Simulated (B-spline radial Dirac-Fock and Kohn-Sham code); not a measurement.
Binding energies of Nb¹⁶⁺ at several levels of theory

System: the Nb¹⁶⁺ ion, configuration [Ar] 3d7.

The density-functional columns are spherical, spin-unpolarised Dirac-Kohn-Sham results without Breit or QED terms: −ε is minus the orbital energy of the initial state and ΔSCF the difference of two total energies. The reference in the last column comes from Dirac-Fock (average of configuration) total-energy differences with a finite nucleus, the Breit interaction including its frequency dependence, and self-energy and vacuum-polarisation corrections. All numbers are from a B-spline atomic structure program, in eV; a selection of levels is shown. For the 1s level of heavy atoms much of the gap between ΔSCF and the reference is the Breit and QED part, -50.4 eV here; for other levels the error of the functional can be larger.

```
level   LDA −ε  LDA ΔSCF  Dirac-Fock
   1s  19237.9   19518.0     19473.3
   2s   3084.6    3143.9      3181.8
2p1/2   2872.3    2942.6      2946.2
2p3/2   2776.3    2844.3      2851.5
   3s    850.9     876.4       896.1
3p1/2    771.4     797.3       805.6
3p3/2    754.1     779.6       788.2
   3d    614.4     641.6       640.1
```

Values without a named source are computed, but for edge energies of neutral atoms, which are taken from tables.
